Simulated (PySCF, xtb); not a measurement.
Al(Me)(OH) (CH4AlO), SMILES [CH3][Al+][OH], charge +1.

GFN2-xTB (xtb) at its own geometry gives an orbital gap of 4.07 eV.

Coordinates come from a TPSSh-D3(BJ)/def2-TZVP optimisation. The multiplicity is an assumed one; other spin states were not compared. The isomer is the one that the SMILES or the coordinates give; other isomers of the formula were not compared. The values are those of a single conformer.

### Question
What does M06-2X/def2-TZVPD (PySCF) give? (Estimate from the structure and the level; the computed values follow.)

### Answer
gap 10.13 eV (levels -16.80 and -6.67 eV).
